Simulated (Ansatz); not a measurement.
```yaml
crystal:
  periodic: [false, false, false]
  atoms:
    - {symbol: Be, position_ang: [0.146007, 0.430755, -0.756815]}
    - {symbol: Be, position_ang: [-0.148712, -0.446182, 0.918534]}
    - {symbol: Cl, position_ang: [0.318167, 1.107601, -2.653122]}
    - {symbol: Cl, position_ang: [-0.199294, -1.078508, 2.545480]}
    - {symbol: H, position_ang: [-0.975109, 0.604724, 0.192328]}
    - {symbol: H, position_ang: [0.885869, -0.464714, -0.007676]}
basis:
  gaussian: {orbitals: def2-SVP, point_charges: [{charge: 2.00, position_ang: [4.638, 0.649, -0.444]}]}
magnetization: {spin_polarized: true, initial_magnetization: 2}
hamiltonian: {xc: {name: LC-wPBE}}
scf: {lower_state_search: off}
output: {forces: true}
```

```sh
$ ansatz run in.yaml --threads 2 --pin off --events-out ev --progress --plain --max-ram 4352MiB
```

Shortened log:

```
Functional definition: LC-wPBE
774 factors; their error is unknown
266 factors; integrals over basis functions are off by at most 1.9e-5 eV
mean field evaluation 1: about -25861.0761 eV, gradient 1.2e1 eV
mean field evaluation 2: about -25862.0009 eV, gradient 1.1e1 eV
mean field evaluation 4: about -25862.7679 eV, gradient 1.0e0 eV
mean field evaluation 8: about -25862.8243 eV, gradient 3.5e-1 eV
mean field evaluation 16: about -25862.8909 eV, gradient 6.7e-2 eV
mean field -25862.84472928 eV, -950.4420133353 hartree, gradient 2.1e-6 eV, S^2 2.007709; 0 other end points of the search recorded, 0 dependent functions left out
reference -25862.84472929 eV, -950.4420133358 hartree; 23, 21 occupied and 41, 43 virtual orbitals, 774 factors
Total energy: -25862.84472929 eV, -950.4420133358 hartree
Atom 0 at     0.146007     0.430755    -0.756815 Å, force     1.145704     1.228667     0.115597 eV/Å
Atom 1 at    -0.148712    -0.446182     0.918534 Å, force    -0.998330     0.577266    -0.392710 eV/Å
Atom 2 at     0.318167     1.107601    -2.653122 Å, force    -0.492277    -0.439548     0.262271 eV/Å
Atom 3 at    -0.199294    -1.078508     2.545480 Å, force     0.022225    -0.582604     1.427367 eV/Å
Atom 4 at    -0.975109     0.604724     0.192328 Å, force     0.299634     0.035554    -0.480744 eV/Å
Atom 5 at     0.885869    -0.464714    -0.007676 Å, force     0.722755    -0.939701    -1.044705 eV/Å
Dipole moment:    -0.767530    -0.161694    -0.663074 e Å
Checks for a lower state left out: stability, starts, cluster_reference, orbital_swaps, neighbouring_geometries, increment
```

Hardware: 2 threads of AMD EPYC 7R43 on a shared host. Wall time 2.4 s.

LC-ωPBE has ω = 0.4 bohr⁻¹.
